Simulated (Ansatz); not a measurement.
`[SiH3]C(Cl)Cl` + H₂O → `OC(Cl)Cl` + SiH₄ at 298.15 K and 1 bar (formal hydrolysis of a C–Si bond).

Calculated with Ansatz (gas phase, PBE0-D4/def2-TZVP geometries, no zero-point term in ΔE). CCSD(T)/CBS is the MP2 limit (def2-TZVPP, def2-QZVPP) plus CCSD(T) − MP2 in def2-TZVPP, frozen cores. This one scheme is used for every species. One conformer a species, not always the lowest.

```csv
species,CCSD(T)/CBS energy (Eh),H − E (kJ/mol),S (J/(mol·K))
`[SiH3]C(Cl)Cl`,-1249.07910,133.4,327.6
H₂O,-76.37941,66.4,188.7
`OC(Cl)Cl`,-1033.97530,103.9,298.0
SiH₄,-291.46306,92.1,204.8
```

H − E and S are ideal-gas, rigid-rotor, harmonic terms from PBE0-D4/def2-TZVP, for one conformer and one mirror image of each species. 1 Eh = 2625.50 kJ/mol, R = 8.31446 J/(mol·K).

**Question.** By hand: ΔE, ΔH, ΔS and ΔG.

**Answer.** ΔE = (-1033.97530) + (-291.46306) − (-1249.07910) − (-76.37941) = 0.02015 Eh = 52.9 kJ/mol. Δ(H − E) = 103.9 + 92.1 − 133.4 − 66.4 = -3.8, so ΔH = 49.1 kJ/mol. ΔS = 298.0 + 204.8 − 327.6 − 188.7 = -13.5 J/(mol·K). ΔG = 49.1 − 298.15 × (-13.5)/1000 = 53.1 kJ/mol.

**Question.** By hand: the equilibrium constant, and the temperature at which ΔG would vanish if ΔH and ΔS stayed fixed.

**Answer.** log₁₀ K = −ΔG/(RT ln 10) = -9.3. ΔH and −TΔS have one sign here, so there is no such temperature.

The number of gas molecules stays the same, so ΔS is small and ΔH decides. A doubt of 5 kJ/mol in ΔE shifts log₁₀ K by 0.9 here. Other conformers and mirror images would add mixing entropy, several J/(mol·K) or more a flexible species. These are equilibria of isolated gas molecules and say nothing of rates. Largest T1 diagnostic: 0.011 (customary marks: 0.02 for closed shells, 0.045 for open ones).
